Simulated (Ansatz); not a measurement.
Cost and result up the ladder for In2P (the lowest doublet isomer of a short search) (3 atoms). Total charge 0; doublet. Geometry: r2SCAN-D4/def2-TZVP.

```xyz
3

In    1.974   -1.063    0.100
In   -2.204    0.302    0.295
P     0.230    0.761   -0.396
```

Ansatz on 4 threads of Arm Neoverse V1 on a shared host. Times are rough, and most runs start from the orbitals of an earlier one. PBE0-D4/def2-TZVPD serves as the yardstick here, not as an exact answer. Differences are given only for rows in sets of like size (and for xTB, whose basis is part of the method), since another set adds its own error. Binding counts from free atoms at the same level (In doublet, P quartet; other spins of the atoms weren't run), without zero-point energy or a counterpoise term.

In the def2 sets In takes a core potential; there is no spin–orbit coupling. HSE06 is defined as in plane-wave codes, on full-range PBE exchange. Correlated methods freeze 13 core orbitals; core or outer-core shells of In are correlated, in sets that lack core-valence functions. The structure comes from a short search, and lower isomers may exist.

Correlated methods converge slowly with the basis.

| level | functions | wall time | binding energy per atom (eV) | difference from PBE0-D4/def2-TZVPD (eV) |
| --- | --- | --- | --- | --- |
| PBE0-D4/def2-SVP | 70 | 1.3 s | 1.50 | – |
| PBE-D4/def2-SVP | 70 | 2 s | 1.60 | – |
| MP2/def2-TZVP | 137 | 2.4 s | 1.39 | -0.14 |
| B2PLYP/def2-TZVP | 137 | 5.5 s | 1.44 | -0.09 |
| PBE0-D4/def2-TZVP (with forces) | 137 | 6 s | 1.53 | 0.00 |
| HSE06-D4/def2-TZVP | 137 | 6 s | 1.54 | 0.00 |
| BHLYP-D4/def2-TZVP | 137 | 6.5 s | 1.46 | -0.08 |
| PBE-D4/def2-TZVP | 137 | 7 s | 1.62 | 0.09 |
| PBE0-D4/def2-TZVPD | 155 | 7 s | 1.54 | 0.00 |
| RPA@PBE/def2-TZVP | 137 | 9.5 s | 1.32 | -0.22 |
| PBE-D4/def2-TZVPD | 155 | 10 s | 1.63 | 0.09 |
| r2SCAN-D4/def2-TZVPD | 155 | 12 s | 1.53 | 0.00 |
| CCSD(T)/def2-TZVPP | 142 | 24 s | 1.38 | -0.16 |
| B97M-V/def2-TZVP | 137 | 67 s | 1.61 | 0.08 |
